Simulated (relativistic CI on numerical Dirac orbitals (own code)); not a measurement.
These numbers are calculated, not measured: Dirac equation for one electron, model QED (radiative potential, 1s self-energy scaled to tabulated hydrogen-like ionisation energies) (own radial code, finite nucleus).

Configuration list: 1s, 2s, 2p, 3s, 3p, 3d, 4s, 4p, 4d, 4f, 5s, 5p, 5d, 5f, 5g, 6s, 6p, 6d. Levels of other configurations are missing.

Outline of the computed level scheme of Pr LIX. Lowest level of each configuration: 1s 2S_1/2 at 0.0 eV; 2p 2P°_1/2 at 37121.0 eV; 2s 2S_1/2 at 37131.0 eV; 3p 2P°_1/2 at 44192.1 eV; 3s 2S_1/2 at 44195.1 eV; 3d 2D_3/2 at 44376.7 eV; 4p 2P°_1/2 at 46640.9 eV; 4s 2S_1/2 at 46642.1 eV; 4d 2D_3/2 at 46718.4 eV.

Some strong electric-dipole decays among the lowest 14 levels: 2p 2P°_1/2 → 1s 2S_1/2 (7.8e+15 s⁻¹); 2p 2P°_3/2 → 1s 2S_1/2 (7.2e+15 s⁻¹); 3p 2P°_3/2 → 1s 2S_1/2 (2.0e+15 s⁻¹); 3p 2P°_1/2 → 1s 2S_1/2 (2.0e+15 s⁻¹); 4p 2P°_3/2 → 1s 2S_1/2 (8.1e+14 s⁻¹); 3d 2D_5/2 → 2p 2P°_3/2 (7.8e+14 s⁻¹); 4p 2P°_1/2 → 1s 2S_1/2 (7.7e+14 s⁻¹); 3d 2D_3/2 → 2p 2P°_1/2 (7.1e+14 s⁻¹).
